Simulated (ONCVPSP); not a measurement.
**u(r) = r·R(r): atom against pseudo-atom (As)**

Columns: radius, all-electron u(r) and pseudo u(r) of the 4p shell (level -5.20 eV) of arsenic in the configuration [Ar] 3d10 4s2 4p3; PBEsol, scalar-relativistic, ONCV scheme, ONCVPSP 4.0.1.

```
r (bohr)  all-electron  pseudo
   0.110        0.1695  0.0052
   0.220       -0.0082  0.0207
   0.330       -0.2106  0.0463
   0.440       -0.2819  0.0814
   0.550       -0.2409  0.1247
   0.660       -0.1375  0.1747
   0.770       -0.0095  0.2292
   0.880        0.1205  0.2861
   0.990        0.2407  0.3432
   1.100        0.3457  0.3990
   1.210        0.4339  0.4524
   1.320        0.5055  0.5026
   1.430        0.5619  0.5486
   1.540        0.6045  0.5893
   1.650        0.6350  0.6231
   1.760        0.6550  0.6483
   1.870        0.6660  0.6637
   1.980        0.6695  0.6692
   2.090        0.6667  0.6667
   2.200        0.6589  0.6589
   2.310        0.6470  0.6470
   2.420        0.6318  0.6318
   2.530        0.6142  0.6142
   2.640        0.5946  0.5946
   2.750        0.5736  0.5736
   2.860        0.5517  0.5517
```

(1) How many radial nodes do the two functions have?

(2) At about which radius was the pseudo-wave matched?

(3) Where does each function peak?

(4) Is the pseudo-wave norm-conserving?

Results:

(1) The all-electron 4p function has n − l − 1 = 2; the pseudo-wave has 0, since the states of the same l below it are removed with the core.

(2) 2.05 bohr, where the columns begin to agree (steps of 0.11 bohr).

(3) Outermost all-electron maximum near 1.98 bohr, pseudo maximum near 1.98 bohr (to the table’s step).

(4) Yes: the ONCV scheme keeps the norm inside the radius equal to the all-electron one, which fixes the energy derivative of the logarithmic derivative at the level.
